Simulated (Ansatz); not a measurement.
## Which method gave which barrier?

Saddle point of Si2H8SO, closed shell (SiH₄SO ([OH][SiH2][SH]) + SiH₄ → Si₂H₆O ([OH][SiH2][SiH3]) + H₂S; bonds formed: Si1–Si7, S2–H6; bonds broken: Si1–S2, H6–Si7), PBE0-D4/def2-TZVP structure:

Si1  (0.360, -0.167, -0.982)
S2  (2.000, 0.619, 0.888)
H3  (-0.905, -0.547, -1.696)
H4  (1.266, -1.332, -1.042)
O5  (0.619, 1.261, -1.731)
H6  (0.334, -0.071, 0.740)
Si7  (-1.335, -0.710, 0.870)
H8  (1.409, 1.790, 1.184)
H9  (1.414, 1.703, -1.414)
H10  (-2.389, 0.259, 0.485)
H11  (-1.163, -0.731, 2.346)
H12  (-1.610, -2.072, 0.353)
(Å)

Program: Ansatz 0.2.0. Basis: def2-TZVPP, with def2-QZVPP for the basis limit. Cores are frozen in the correlated methods. B3LYP uses VWN-RPA correlation. Extrapolation: Hartree–Fock as exp(−7.88 √X), correlation as X^−2.97. Four methods, as single points on the PBE0-D4 structures, gave these electronic barriers from the start structure: 2.062, 2.549, 2.871, 3.595 eV.

The methods were, in alphabetical order, B3LYP-D4, BHLYP-D4, HF, PBE-D4. Which gave which? (A judgement: the text doesn't fix the answer.)

The calculation gives: PBE-D4 2.062; B3LYP-D4 2.549; BHLYP-D4 2.871; HF 3.595 eV. For comparison, CCSD(T) at an estimated basis limit (MP2 extrapolated from triple and quadruple zeta, plus CCSD(T) − MP2 in triple zeta) gives 2.651 eV.

The T1 diagnostic stays at or below 0.015.

Labels in which every atom is bracketed show which atoms are joined, not bond orders.

For scale, one of the runs: CCSD(T)/def2-TZVPP, 269 basis functions, launched by `ansatz run in.yaml --threads 4 --pin off --events-out ev --progress --plain --max-ram 9574MiB`. Hardware: 4 CPU threads of an Arm Neoverse V1, shared host. Wall time 2.9 min; peak host memory 6.3 GiB.
